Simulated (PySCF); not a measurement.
Electron affinity of Fe by level of theory

Fe⁻ [Ar] 3d7 4s2 (4F) → Fe [Ar] 3d6 4s2 (5D), as a difference of total energies. Calculation: PySCF 2.14, in aug-cc-pVDZ-DK; the spin-free X2C one-electron Hamiltonian (Gaussian nucleus). Correlated levels: valence: [Ar] frozen. The calculations carry no spin-orbit coupling.

**Question.** Order these methods by the electron affinity they give, lowest first.
A. CCSD(T) (valence)
B. SCS-MP2 (valence)
C. MP2 (valence)
D. CCSD (valence)

**Answer.** D (-0.580 eV), B (-0.480 eV), C (-0.427 eV), A (-0.351 eV).

The reference lies between the lowest fine-structure levels, while these numbers refer to the centres of the terms.

Errors of the correlated levels include the incompleteness of this basis and the frozen core.

A negative affinity means that the anion lies above the atom at that level of theory.

The coupled-cluster amplitudes are large for Fe⁻ (T1 above 0.03 or a double amplitude above 0.15), so a single reference is strained.

For comparison: 0.153 eV (measured; photodetachment measurements, as compiled on the Wikipedia data page of electron affinities).
